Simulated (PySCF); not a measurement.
**Diatomics with 14 electrons**

CCSD(T) in PySCF with def2-SVPD on every atom, for the lowest determinant that a PBE0 search found; no spin–orbit coupling. All have 14 electrons, 10 of them in the valence shells, and the same state, a singlet (closed shell). For ions De leads to the atom and ion picked by measured ionisation energies and electron affinities.

```
species  difference of nuclear charges  Re (Å)  ωe (cm⁻¹)  k (mdyn/Å)  De (eV)  dissociates to
    CN⁻                              1   1.189       2110        17.0      n/a          C⁻ + N
    BO⁻                              3   1.251       1696        11.1      n/a          B + O⁻
   BeF⁻                              5   1.487        957        3.30     2.95         Be + F⁻
     BF                              4   1.286       1330        7.26     7.47           B + F
```

Question: Which member of the whole set has the stiffest bond, and how does it compare with the softest?

Answer: CN⁻ with k = 17.0 mdyn/Å, 5.1 times that of BeF⁻.

Correlated steps freeze the inner cores (1 to 2 orbitals); shallow outer-core shells are correlated. Correlated levels converge slowly with the basis: in double zeta they bind strong bonds too weakly, by up to about 1 eV, and carry superposition errors of some tenths. For an ion De counts to the pair picked by the measured ionisation energies or electron affinities, which need not be the lowest pair at this level. Where the molecule has an RHF reference, its open-shell atoms are computed with UHF. The CCSD T1 diagnostic is raised in BO⁻, a sign that a single reference may not be enough there.
